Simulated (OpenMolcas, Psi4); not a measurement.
**How basis sets differ on GeH2 (SMILES [GeH2])**

The species is GeH2 (3 atoms), meant as a singlet with charge 0. SMILES: `[GeH2]`. The coordinates come from a PBE0-D4/def2-TZVP relaxation.

```xyz
3

Ge   -0.5701    0.4051   -0.2637
H     0.7830    0.7436    0.5090
H    -0.2129   -1.1487   -0.2453
```

Quantity: the HOMO–LUMO gap, in eV. The values are calculated.

| level | kind | program | value (eV) |
| --- | --- | --- | --- |
| HF/STO-3G | Hartree–Fock | OpenMolcas | 11.01 |
| HF/3-21G | Hartree–Fock | OpenMolcas | 9.08 |
| HF/6-31G* (spherical functions) | Hartree–Fock | OpenMolcas | 9.26 |
| HF/def2-SVP | Hartree–Fock | OpenMolcas | 9.38 |
| HF/def2-TZVPPD | Hartree–Fock | Psi4 | 9.37 |

All-electron rows without a relativistic Hamiltonian named are non-relativistic. The values span 9.08 to 11.01 eV. A Hartree–Fock LUMO above zero doesn't converge with the basis: it sinks as sets grow more diffuse. Orbital gaps aren't excitation energies.
